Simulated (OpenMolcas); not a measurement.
Cr4+ with 6 ligands (water) in octahedral coordination (Th) at 1.91 Å. Ligand basis ANO-RCC-VDZP.
```
Cr    0.0000    0.0000    0.0000
O     1.9100    0.0000    0.0000
H     2.4870    0.7797    0.0000
H     2.4870   -0.7797    0.0000
O     0.0000    1.9100    0.0000
H     0.0000    2.4870    0.7797
H     0.0000    2.4870   -0.7797
O    -1.9100    0.0000    0.0000
H    -2.4870    0.7797    0.0000
H    -2.4870   -0.7797    0.0000
O     0.0000   -1.9100    0.0000
H     0.0000   -2.4870    0.7797
H     0.0000   -2.4870   -0.7797
O     0.0000    0.0000    1.9100
H     0.7797    0.0000    2.4870
H    -0.7797    0.0000    2.4870
O     0.0000    0.0000   -1.9100
H     0.7797    0.0000   -2.4870
H    -0.7797    0.0000   -2.4870
```

```yaml
Program: OpenMolcas 26.06
Method: "SS-CASPT2, IPEA 0.25 Eh, imaginary shift 0.1 Eh (closed shells correlated: 3s 3p and the ligand valence shells)"
Basis: ANO-RCC-VTZP [6s5p3d2f1g]
Scalar_Hamiltonian: DKH2, point nucleus
Active_space: 2 electrons in 5 orbitals (3d)
State_averaging: 2S+1 = 3 even, 10 roots; 2S+1 = 1 even, 15 roots
Spin-orbit_coupling: state interaction with AMFI integrals over the reference wave functions
```

What is the spin-free ground state (labels of O, taken over from Oh, the nearest higher group)?

3T1, 3-fold in its orbital part; it has the highest spin that d2 allows.

Where is the first state of the same spin?

3T2 at 22600 cm-1 above the ground state.

What are the lowest two levels with spin-orbit coupling?

A 2-fold level E, then a 3-fold level T2 7 cm-1 above it. Their leading multiplicities are 3 (100 %) and 3 (100 %).

What is χT at 300 K, and how does it compare with the textbook value?

The lowest level has 2S+1 = 3, for which the spin-only value is χT = S(S+1) / 2 = 1.000 cm3 K/mol (g = 2). The computed 0.735 at 300 K differs by -0.265, through orbital momentum, spin-orbit coupling and any other state in reach. With a threefold ground state the orbital momentum is unquenched, so the spin-only value is not expected to hold.

Which ligand-field parameters describe the states?

A least-squares ligand-field fit to the states below 45000 cm-1, each weighted by its degeneracy and with a free common offset, gives 10Dq = 23214 cm-1, B = 790 cm-1 and C = 2268 cm-1 (C/B = 2.87), with an rms deviation of 455 cm-1. The same method and metal basis give the free ion B = 1127 cm-1 (fit to its terms below 60000 cm-1, rms deviation 686 cm-1), so the nephelauxetic ratio is β = 790 / 1127 = 0.70; it hangs on how both fits weigh the states, and computed free-ion B values tend to be too large, so β mixes covalency with correlation.

Roots that are degenerate in the reference are averaged as groups; the widest CASPT2 spread within a group is 1300 cm-1 (the 3-fold group of multiplicity 1 near 35800 cm-1 above the lowest state of its run). Shifts and gaps below about the spread of the groups concerned are not significant. Over all roots computed the reference weight is 0.68 to 0.69; a low but even weight reflects the number of correlated electrons. An orbital triplet at a regular site is open to Jahn-Teller coupling, which can distort the site and quench the lowest spin-orbit gaps and is left out. The least metal-like active orbital is 82 % on the metal (Löwdin) and no ligand orbital is active, so the numbers are rough. Ligand-to-metal charge-transfer states are missing. With no ligand orbital active B as a rule stays too high, so bands that hang on it stand too high and its fall with covalency is understated. With one d shell and no ligand orbital active, 10Dq can be off by a tenth or more. No measured value stands beside these numbers; the geometry was imposed, not optimised, and the real ion may take another.
